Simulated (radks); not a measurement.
All-electron atom: Cs4+ in [Kr] 4d10 5s2 5p3.

Calculated with a radial shooting solver on a logarithmic mesh with Libxc functionals: Dirac Kohn-Sham, PBE, spin-unpolarised, spherical densities, point nucleus; open shells fill j = l - 1/2 first.

Energy parts (hartree):
part                       energy
total                  -7786.4260
kinetic                 8292.8733
electron-nucleus      -18854.7080
Hartree                 2966.7281
exchange-correlation    -191.3193

Orbitals (lengths in bohr, moments of r in powers of bohr; <r^-3> diverges for s and p1/2; r(max) is where P^2 peaks; r(90%) holds 90 % of the orbital's charge):
1s1/2: occ. 2; eigenvalue (hartree) -1316.217; r(max) 0.01678; <r> 0.02611; r(90%) 0.0470
2s1/2: occ. 2; eigenvalue (hartree) -207.7402; r(max) 0.09502; <r> 0.1117; r(90%) 0.173
2p1/2: occ. 2; eigenvalue (hartree) -195.5237; r(max) 0.07270; <r> 0.09403; r(90%) 0.154
2p3/2: occ. 4; eigenvalue (hartree) -182.5771; <r^-3> 5924; r(max) 0.07767; <r> 0.09992; r(90%) 0.162
3s1/2: occ. 2; eigenvalue (hartree) -44.45563; r(max) 0.2727; <r> 0.2987; r(90%) 0.439
3p1/2: occ. 2; eigenvalue (hartree) -39.35449; r(max) 0.2592; <r> 0.2887; r(90%) 0.434
3p3/2: occ. 4; eigenvalue (hartree) -36.87299; <r^-3> 1163; r(max) 0.2702; <r> 0.3004; r(90%) 0.450
3d3/2: occ. 4; eigenvalue (hartree) -27.91417; <r^-3> 188.0; r(max) 0.2186; <r> 0.2713; r(90%) 0.426
3d5/2: occ. 6; eigenvalue (hartree) -27.38733; <r^-3> 172.7; r(max) 0.2217; <r> 0.2750; r(90%) 0.431
4s1/2: occ. 2; eigenvalue (hartree) -9.66859; r(max) 0.6427; <r> 0.6941; r(90%) 0.999
4p1/2: occ. 2; eigenvalue (hartree) -7.83677; r(max) 0.6565; <r> 0.7197; r(90%) 1.05
4p3/2: occ. 4; eigenvalue (hartree) -7.32930; <r^-3> 238.4; r(max) 0.6806; <r> 0.7469; r(90%) 1.09
4d3/2: occ. 4; eigenvalue (hartree) -4.34797; <r^-3> 30.86; r(max) 0.7153; <r> 0.8260; r(90%) 1.25
4d5/2: occ. 6; eigenvalue (hartree) -4.26324; <r^-3> 28.11; r(max) 0.7234; <r> 0.8360; r(90%) 1.26
5s1/2: occ. 2; eigenvalue (hartree) -2.41598; r(max) 1.504; <r> 1.641; r(90%) 2.34
5p1/2: occ. 2; eigenvalue (hartree) -1.91825; r(max) 1.645; <r> 1.815; r(90%) 2.61
5p3/2: occ. 1; eigenvalue (hartree) -1.83892; <r^-3> 37.42; r(max) 1.703; <r> 1.877; r(90%) 2.69

The highest occupied level is 5p3/2 at -50.040 eV. The density falls to 0.001 e/bohr^3 at r = 3.41 bohr.
